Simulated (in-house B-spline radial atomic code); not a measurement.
A run on an ion of nuclear charge 33 with 33.8 electrons that did not converge. Method: scalar-relativistic (X2C) AM05, spin-polarised, spherical fractional occupations, Fermi nucleus of rms radius 4.0968 fm; computed with a B-spline radial code for spherical atoms.

Command:
```bash
python run_scf.py task.json out
```
Settings (nuclear radius in fm, mass in u):
```
Z                33
configuration    [Ar] 3d10 4s2 4p3.8
hamiltonian      x2c
method           am05
spin_polarised   True
nucleus          fermi
rms_radius       4.0968
atomic_mass      74.92159
speed_of_light   137.035999084
```

First and last ten iterations of the last attempt (damped for 15 steps, keeping 80 % of the old Fock matrix, then DIIS):
```
 iter        energy (Eh)    residual
    1       -2257.094999    3.12e-01
    2       -2257.379224    9.61e-02
    3       -2257.518210    5.44e-02
    4       -2257.557386    3.75e-02
    5       -2257.568743    2.65e-02
    6       -2257.515689    1.84e-02
    7       -2257.568952    1.48e-02
    8       -2257.572620    1.06e-02
    9       -2257.573877    7.77e-03
   10       -2257.574354    5.78e-03
  111       -2257.521380    1.32e-02
  112       -2257.523676    1.28e-02
  113       -2257.574582    2.09e-03
  114       -2257.523446    1.27e-02
  115       -2257.574515    1.57e-03
  116       -2257.521885    1.31e-02
  117       -2257.522731    1.29e-02
  118       -2257.523028    1.28e-02
  119       -2257.523306    1.27e-02
  120       -2257.523493    1.26e-02
 not converged after 120 iterations
```

The smallest residual met was 9.7e-04; the threshold is about 3e-07. No energy from this run should be used. The likely cause: this method binds the added charge weakly or not at all at the basis-set limit, so charge moves back and forth between the atom and the box. Cost of the run: 2 s on 1 thread of Arm Neoverse V2 (shared host).
